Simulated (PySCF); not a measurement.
SMILES [SiH3]O[SiH2]CCC (C3H12OSi2), GFN2-xTB optimised geometry.

```
18

C      1.59    -0.59    -1.27
C      1.01    -1.20     0.00
C     -0.52    -1.20     0.00
Si    -1.32     0.53     0.00
O     -0.51     1.52     1.00
Si     0.61     2.11     2.00
H      1.31     0.45    -1.36
H      1.23    -1.12    -2.15
H      2.68    -0.65    -1.26
H      1.37    -0.63     0.87
H      1.37    -2.23     0.10
H     -0.87    -1.76    -0.86
H     -0.86    -1.75     0.88
H     -2.68     0.46     0.54
H     -1.28     1.18    -1.31
H      0.09     3.41     2.42
H      1.86     2.23     1.26
H      0.75     1.18     3.13
```

Density from PySCF 2.14.0 with B3LYP/def2-SVP at that geometry.

Minimum of the electron density along straight lines between bonded atoms, close to the bond critical point (lines longer than 1.1 times the sum of covalent radii, or with two minima, are not listed):

| bond | length / Å | ρ at the minimum / e bohr⁻³ | ∇²ρ there / e bohr⁻⁵ | position (fraction from the first atom) |
|---|---|---|---|---|
| C1–C2 | 1.522 | 0.247 | -0.57 | 0.50 |
| C2–C3 | 1.528 | 0.241 | -0.54 | 0.50 |
| C3–Si4 | 1.905 | 0.114 | 0.30 | 0.62 |
| Si4–O5 | 1.622 | 0.125 | 1.08 | 0.42 |
| O5–Si6 | 1.618 | 0.127 | 1.10 | 0.59 |
| C1–H7 | 1.087 | 0.277 | -1.01 | 0.62 |
| C1–H8 | 1.088 | 0.277 | -1.01 | 0.62 |
| C1–H9 | 1.088 | 0.277 | -1.01 | 0.62 |
| C2–H10 | 1.093 | 0.276 | -0.99 | 0.62 |
| C2–H11 | 1.095 | 0.276 | -1.00 | 0.62 |
| C3–H12 | 1.092 | 0.271 | -0.95 | 0.62 |
| C3–H13 | 1.093 | 0.271 | -0.95 | 0.62 |
| Si4–H14 | 1.464 | 0.119 | 0.33 | 0.49 |
| Si4–H15 | 1.464 | 0.119 | 0.33 | 0.49 |
| Si6–H16 | 1.460 | 0.120 | 0.34 | 0.49 |
| Si6–H17 | 1.463 | 0.119 | 0.33 | 0.49 |
| Si6–H18 | 1.463 | 0.119 | 0.33 | 0.49 |
